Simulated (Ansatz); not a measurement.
Cost and result for the atomization energy of `O=C[CH2][GeH3]` (10 atoms, 9 bonds).

```tsv
atom	x (Å)	y (Å)	z (Å)
O1	-1.279	-0.442	2.003
C2	-1.217	-0.497	0.803
C3	-0.599	0.540	-0.060
Ge4	1.253	0.010	-0.523
H5	-1.612	-1.385	0.261
H6	-1.142	0.636	-1.004
H7	-0.554	1.498	0.459
H8	1.237	-1.378	-1.182
H9	1.813	1.043	-1.512
H10	2.100	-0.026	0.754
```

Total charge 0; spin multiplicity 1. Correlated methods include outer-core shells of Ge, which these sets cover unevenly. Scalar relativity is left out up to krypton. The geometry is a stationary point of PBE0-D4/def2-TZVP. It is one conformer, not always the lowest. Program: Ansatz. All runs use 4 threads of an Arm Neoverse V2 on a shared host. Times are those of one run each, without the atoms' runs, and a repeat can differ threefold. Electronic energies, without spin–orbit coupling; frozen cores. CCSD(T)/CBS adds CCSD(T) − MP2 in def2-TZVPP to the MP2 limit, and its time is that of the two runs behind it. T1 = 0.013. With those shells the extrapolation isn't a true limit. B3LYP takes the VWN-RPA correlation (the form of Gaussian; ORCA's B3LYP/G).

CCSD(T)/CBS is a level of theory with its own doubt, some kJ/mol a heavy atom from the limit and from the frozen cores, so smaller differences don't rank the functionals.

| level | functions | wall time |
| --- | --- | --- |
| PBE-D4/def2-TZVPP (with forces) | 225 | 1.8 s |
| PBE0-D4/def2-TZVPP | 225 | 2.1 s |
| B3LYP-D4/def2-TZVPP (with forces) | 225 | 3.2 s |
| r2SCAN-D4/def2-TZVPP (with forces) | 225 | 3.4 s |
| B2PLYP/def2-TZVPP | 225 | 3.8 s |
| ωB97X-V/def2-TZVPP | 225 | 6 s |
| ωB97M-V/def2-TZVPP (with forces) | 225 | 8.5 s |
| MP2/def2-QZVPP | 440 | 17 s |
| CCSD(T)/def2-TZVPP | 225 | 100 s |
| CCSD(T)/CBS(def2) | – | 120 s |

(1) What atomization energy does each give, and how far from CCSD(T)/CBS? (An estimate is asked.)

Results:

(1) The calculation gave: 
```
                             level  atomization (kJ/mol)  difference from CCSD(T)/CBS  per bond
   PBE-D4/def2-TZVPP (with forces)                3653.5                         60.7       6.7
                PBE0-D4/def2-TZVPP                3584.4                         -8.4      -0.9
 B3LYP-D4/def2-TZVPP (with forces)                3579.8                        -13.0      -1.5
r2SCAN-D4/def2-TZVPP (with forces)                3599.3                          6.5       0.7
                 B2PLYP/def2-TZVPP                3550.1                        -42.7      -4.7
                ωB97X-V/def2-TZVPP                3599.6                          6.8       0.7
  ωB97M-V/def2-TZVPP (with forces)                3583.4                         -9.4      -1.1
                    MP2/def2-QZVPP                3601.1                          8.3       0.9
                CCSD(T)/def2-TZVPP                3515.8                        -77.0      -8.6
                 CCSD(T)/CBS(def2)                3592.8                          0.0       0.0
```

From PBE to PBE0 (25 % exact exchange), in def2-TZVPP and without D4, the atomization energy moves by −66.4 kJ/mol: exact exchange takes away binding that semilocal exchange gives to molecules. The D4 term adds +27.8 kJ/mol with B3LYP and +14.5 kJ/mol with PBE0; it sums over pairs of atoms, weighted by their polarisabilities, and B3LYP, whose exchange is more repulsive, gets the larger term. In def2-TZVPP, CCSD(T) changes the Hartree–Fock value by +930.4 kJ/mol (the triples alone add +55.1 kJ/mol) and MP2 by +970.6 kJ/mol; breaking electron pairs costs correlation energy, which Hartree–Fock lacks.
